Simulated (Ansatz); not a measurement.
**Relaxing a trial structure of AlN2Si**

The starting geometry of this gas-phase doublet was optimised with GFN2-xTB.

```xyz
4

Al    0.5699    0.0637    1.3665
N    -0.5314   -0.5565   -0.4271
N     0.7094   -0.7820   -0.2351
Si   -1.7324    0.2007    0.4568
```

Q: Where would you expect an optimisation with r2SCAN-D4/def2-SVP to take it?

A: A new bond forms, giving a structure given below by its coordinates. Distances that change by over a tenth: Al1–N3 (1.82 → 2.11 Å), Al1–Si4 (2.48 → 2.73 Å). Contacts that close: Al1–N2 (2.19 → 2.13 Å).

The energy falls by 0.82 eV over 9 steps:

| step | E − E(last) (eV) |
| --- | --- |
| 1 | 0.818 |
| 2 | 0.384 |
| 3 | 0.076 |
| 4 | 0.009 |
| 5 | 0.001 |
| 6 | 0.000 |
| 7 | 0.000 |
| 8 | 0.000 |
| 9 | 0.000 |

Final geometry (Å):

```xyz
4

Al    0.6329    0.0970    1.4648
N    -0.4508   -0.4981   -0.2692
N     0.7056   -0.8683   -0.4087
Si   -1.8722    0.1954    0.3742
```

Frequencies at the end are all real (lowest 185 cm⁻¹). Open shells are spin-unrestricted. Run with Ansatz 0.2.0, 2.2 min on 1 thread of AMD EPYC (Zen 3), on a shared host.
